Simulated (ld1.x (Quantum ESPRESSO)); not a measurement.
u(r) = r·R(r): atom against pseudo-atom (P (Z = 15))

Columns: radius, all-electron u(r) and pseudo u(r) of the 3p shell (level -5.36 eV) of phosphorus in the configuration [Ne] 3s2 3p3; BLYP, scalar-relativistic, PAW scheme, ld1.x (Quantum ESPRESSO) 7.5.

```json
{"r (bohr)": "0.088", "all-electron": "0.1114", "pseudo": "-0.0058"}
{"r (bohr)": "0.175", "all-electron": "0.2405", "pseudo": "-0.0225"}
{"r (bohr)": "0.262", "all-electron": "0.2969", "pseudo": "-0.0496"}
{"r (bohr)": "0.350", "all-electron": "0.2836", "pseudo": "-0.0861"}
{"r (bohr)": "0.438", "all-electron": "0.2219", "pseudo": "-0.1303"}
{"r (bohr)": "0.525", "all-electron": "0.1337", "pseudo": "-0.1796"}
{"r (bohr)": "0.612", "all-electron": "0.0331", "pseudo": "-0.2326"}
{"r (bohr)": "0.700", "all-electron": "-0.0712", "pseudo": "-0.2879"}
{"r (bohr)": "0.788", "all-electron": "-0.1718", "pseudo": "-0.3431"}
{"r (bohr)": "0.875", "all-electron": "-0.2638", "pseudo": "-0.3958"}
{"r (bohr)": "0.962", "all-electron": "-0.3464", "pseudo": "-0.4454"}
{"r (bohr)": "1.050", "all-electron": "-0.4196", "pseudo": "-0.4913"}
{"r (bohr)": "1.138", "all-electron": "-0.4824", "pseudo": "-0.5323"}
{"r (bohr)": "1.225", "all-electron": "-0.5345", "pseudo": "-0.5676"}
{"r (bohr)": "1.312", "all-electron": "-0.5772", "pseudo": "-0.5976"}
{"r (bohr)": "1.400", "all-electron": "-0.6116", "pseudo": "-0.6227"}
{"r (bohr)": "1.487", "all-electron": "-0.6375", "pseudo": "-0.6426"}
{"r (bohr)": "1.575", "all-electron": "-0.6563", "pseudo": "-0.6580"}
{"r (bohr)": "1.662", "all-electron": "-0.6684", "pseudo": "-0.6686"}
{"r (bohr)": "1.750", "all-electron": "-0.6748", "pseudo": "-0.6748"}
{"r (bohr)": "1.838", "all-electron": "-0.6763", "pseudo": "-0.6763"}
{"r (bohr)": "1.925", "all-electron": "-0.6737", "pseudo": "-0.6737"}
{"r (bohr)": "2.012", "all-electron": "-0.6675", "pseudo": "-0.6675"}
{"r (bohr)": "2.100", "all-electron": "-0.6583", "pseudo": "-0.6583"}
{"r (bohr)": "2.188", "all-electron": "-0.6467", "pseudo": "-0.6467"}
{"r (bohr)": "2.275", "all-electron": "-0.6333", "pseudo": "-0.6333"}
```

Task: How many radial nodes do the two functions have?

Result: The all-electron 3p function has n − l − 1 = 1; the pseudo-wave has 0, since the states of the same l below it are removed with the core.

Task: At about which radius was the pseudo-wave matched?

Result: 1.75 bohr. The columns agree to 0.0005 from 1.66 bohr on; several derivatives are matched, so the curves merge somewhat inside the radius.

Task: Is the pseudo-wave norm-conserving?

Result: No, it belongs to a PAW set: the norm inside the radius is not constrained, and the difference is carried by the augmentation charge.
